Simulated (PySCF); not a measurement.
C₂H₈AlNO, SMILES C[CH2][Al]([OH])[NH2].

Geometry optimised at PBE0-D3(BJ)/def2-SVP. The structure was generated by enumeration; whether it is a known compound was not checked. One conformer was computed; it need not be the lowest.

Two levels are set side by side: PBE/def2-TZVP (PySCF) and B3LYP/def2-TZVP (PySCF). Same geometry, gas phase. Differences are taken from unrounded values.

```tsv
quantity	PBE
orbital gap (eV)	5.12
highest occupied level (eV)	-5.81
lowest empty level (eV)	-0.68
dipole moment (D)	1.81
mean polarisability (bohr³)	62.7
```

### Question
These are the PBE values. What does B3LYP give? (Estimate from the structure and the level; the computed values follow.)

### Answer

```csv
quantity,B3LYP,PBE minus B3LYP
orbital gap (eV),6.79,-1.67
highest occupied level (eV),-6.99,1.19
lowest empty level (eV),-0.20,-0.48
dipole moment (D),1.87,-0.07
mean polarisability (bohr³),60.0,2.7
```

PBE's occupied levels lie high since its potential decays too fast outside the molecule; exact exchange lowers them and widens the gap. Loosely held outer electrons make PBE densities more polarisable. Differences between two approximate levels are no errors against the true value.

Rough cost on one machine, each run with all the roots and properties that it gave: B3LYP against PBE within a factor of 2.
